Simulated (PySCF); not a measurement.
CH5InO, SMILES [CH3][InH][OH].

Geometry optimised at B3LYP-D3(BJ)/def2-SVP. The def2 effective core potentials stand for the cores of In; spin–orbit coupling is left out. The values are those of a single conformer.

These are TDDFT-PBE0/def2-SVPD in PySCF values and carry that method's errors.

Vertical excitations.  State labels are in the subgroup Cs.

Q: Estimate the UV-visible absorptions. (An estimate is asked for; the answer gives what the named calculation found.)

A: 
```json
[
 {"state": "S1", "symmetry": "A\"", "energy (eV)": "5.37", "λ (nm)": "231", "f": "0.002", "main pairs": "HOMO→LUMO 99 %"},
 {"state": "S2", "symmetry": "A\"", "energy (eV)": "5.68", "λ (nm)": "218", "f": "0.007", "main pairs": "HOMO−2→LUMO 99 %"},
 {"state": "S3", "symmetry": "A'", "energy (eV)": "5.79", "λ (nm)": "214", "f": "0.006", "main pairs": "HOMO−1→LUMO 86 %"},
 {"state": "S4", "symmetry": "A\"", "energy (eV)": "6.16", "λ (nm)": "201", "f": "0.039", "main pairs": "HOMO−1→LUMO+1 92 %"},
 {"state": "S5", "symmetry": "A'", "energy (eV)": "6.72", "λ (nm)": "185", "f": "0.126", "main pairs": "HOMO→LUMO+1 82 %, HOMO→LUMO+2 13 %"},
 {"state": "S6", "symmetry": "A'", "energy (eV)": "6.85", "λ (nm)": "181", "f": "0.166", "main pairs": "HOMO−2→LUMO+1 88 %"},
 {"state": "S7", "symmetry": "A\"", "energy (eV)": "7.17", "λ (nm)": "173", "f": "0.005", "main pairs": "HOMO−1→LUMO+2 88 %"},
 {"state": "S8", "symmetry": "A'", "energy (eV)": "7.17", "λ (nm)": "173", "f": "0.161", "main pairs": "HOMO→LUMO+2 78 %"},
 {"state": "S9", "symmetry": "A'", "energy (eV)": "7.41", "λ (nm)": "167", "f": "0.013", "main pairs": "HOMO−2→LUMO+2 70 %, HOMO→LUMO+3 26 %"},
 {"state": "S10", "symmetry": "A\"", "energy (eV)": "7.64", "λ (nm)": "162", "f": "0.008", "main pairs": "HOMO−1→LUMO+3 91 %"},
 {"state": "T1", "symmetry": "A\"", "energy (eV)": "5.03", "λ (nm)": "246", "f": "0", "main pairs": "HOMO→LUMO 99 %"},
 {"state": "T2", "symmetry": "A'", "energy (eV)": "5.12", "λ (nm)": "242", "f": "0", "main pairs": "HOMO−1→LUMO 97 %"},
 {"state": "T3", "symmetry": "A'", "energy (eV)": "5.37", "λ (nm)": "231", "f": "0", "main pairs": "HOMO→LUMO+1 85 %"},
 {"state": "T4", "symmetry": "A\"", "energy (eV)": "5.40", "λ (nm)": "230", "f": "0", "main pairs": "HOMO−2→LUMO 94 %"}
]
```
Triplets are in the Tamm–Dancoff approximation, which puts them higher than full response would, so one can lie above its singlet here.
